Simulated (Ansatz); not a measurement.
`FCC(F)(F)C(F)(F)F` + `FCF` → `FCC(F)(F)C(F)(F)C(F)F` + H–F  (formal exchange of groups at a C–F bond)

Calculated with Ansatz (gas phase, PBE0-D4/def2-TZVP geometries, no zero-point term in ΔE). CBS: MP2 limit from def2 TZ/QZ plus the TZ coupled-cluster correction, frozen cores. This one scheme is used for every species. DFT in def2-TZVPP. One conformer a species, not always the lowest.

```json
{"level": "r2SCAN-D4", "ΔE (kJ/mol)": "10.2", "difference from CCSD(T)/CBS": "13.8"}
{"level": "r2SCANh-D4", "ΔE (kJ/mol)": "10.0", "difference from CCSD(T)/CBS": "13.6"}
{"level": "CAM-B3LYP-D4", "ΔE (kJ/mol)": "10.1", "difference from CCSD(T)/CBS": "13.7"}
{"level": "r2SCAN0", "ΔE (kJ/mol)": "12.0", "difference from CCSD(T)/CBS": "15.6"}
{"level": "CAM-B3LYP", "ΔE (kJ/mol)": "15.9", "difference from CCSD(T)/CBS": "19.5"}
{"level": "LC-ωPBE", "ΔE (kJ/mol)": "12.4", "difference from CCSD(T)/CBS": "16.0"}
{"level": "RPA@PBE/def2-TZVPP", "ΔE (kJ/mol)": "2.5", "difference from CCSD(T)/CBS": "6.1"}
{"level": "HF/def2-SVP", "ΔE (kJ/mol)": "36.4", "difference from CCSD(T)/CBS": "40.0"}
{"level": "CCSD(T)/def2-TZVPP", "ΔE (kJ/mol)": "1.9", "difference from CCSD(T)/CBS": "5.5"}
{"level": "CCSD/CBS(def2)", "ΔE (kJ/mol)": "-0.6", "difference from CCSD(T)/CBS": "3.0"}
{"level": "CCSD(T)/CBS", "ΔE (kJ/mol)": "-3.6", "difference from CCSD(T)/CBS": "0"}
```

(1) What do rigid-rotor, harmonic-oscillator terms from PBE0-D4/def2-TZVP frequencies (298.15 K, 1 bar) make of the CCSD(T)/CBS value? (An estimate is asked.)

Largest T1 diagnostic among the species: 0.012.

Answers

(1) Ansatz gave: ΔZPE = -6.8 kJ/mol, ΔH = -6.7 kJ/mol, ΔS = -25 J/(mol·K), ΔG = +0.8 kJ/mol. Modes under 50 cm⁻¹ make the entropy rough.

At CCSD(T), def2-SVP lies +17.8 kJ/mol from the extrapolated value and def2-TZVPP +5.5 kJ/mol. In def2-TZVPP, CCSD(T) changes the Hartree–Fock value by −29.1 kJ/mol (the triples alone add −3.0 kJ/mol) and MP2 by −32.5 kJ/mol. From BLYP to BHLYP (50 % exact exchange), in def2-TZVPP and without D4, ΔE moves by −3.4 kJ/mol.
